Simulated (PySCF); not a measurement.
Al(F)(Et)(OH) (C2H6AlFO), SMILES C[CH2][Al]([OH])[F].

Geometry optimised at B3LYP-D3(BJ)/def2-SVP. The values are those of a single conformer.

Method: C-PCM-PBE0/def2-SVP run with PySCF.

The values are the electrostatic part of the solvation free energy, E(continuum) − E(gas) at the gas-phase geometry, in a cavity of scaled van der Waals radii (PySCF's table); cavitation and dispersion terms are not included. A continuum can't describe solvent molecules that bind to the metal. In vacuum the orbital gap is 8.08 eV. The dipole moment in vacuum is 0.71 D.

```json
[
 {"solvent": "water", "ε": "78.36", "ΔG(elec) (kcal/mol)": "-7.6", "dipole (D)": "0.64", "gap (eV)": "8.16"},
 {"solvent": "acetone", "ε": "20.49", "ΔG(elec) (kcal/mol)": "-7.3", "dipole (D)": "0.64", "gap (eV)": "8.15"},
 {"solvent": "chlorobenzene", "ε": "5.70", "ΔG(elec) (kcal/mol)": "-6.3", "dipole (D)": "0.65", "gap (eV)": "8.14"}
]
```
